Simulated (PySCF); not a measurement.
## Vibration and rotation of TeH⁺

UHF-CCSD(T) constants of TeH⁺, ³Σ⁻ (triplet), unpaired electrons π ↑↑ (Te def2-SVPD with ECP28, H def2-SVPD; scalar-relativistic core potentials (PySCF 2.14); masses 129.9062 and 1.0078 u):

- ωe: 2075.0 cm⁻¹
- ωexe: 39.3 cm⁻¹
- Be: 5.9949 cm⁻¹
- αe: 0.164 cm⁻¹
- De to Te⁺ + H: 2.46 eV

Q: What force constant and bond length do these constants imply?

A: Reduced mass μred = 1.0001 u; k = 5.8918×10⁻⁷·μred·ωe² (u, cm⁻¹, mdyn/Å) = 2.54 mdyn/Å; Re = √(16.8576/(μred·Be)) (u, cm⁻¹, Å) = 1.677 Å.

Q: Estimate the centrifugal constant D from the Kratzer relation and find the Dunham coefficient a1.

A: D = 4Be³/ωe² = 0.000200 cm⁻¹; a1 = −1 − αeωe/(6Be²) = -2.58.

Correlated steps freeze 4 core orbitals. Correlated levels converge slowly with the basis: in double zeta they bind strong bonds too weakly, by up to about 1 eV, and carry superposition errors of some tenths. Spin–orbit coupling is left out, which matters for elements this heavy, above all for dissociation energies. For an ion De counts to the pair picked by the measured ionisation energies or electron affinities, which need not be the lowest pair at this level. The state was picked by a PBE0 search and need not be the measured ground state.
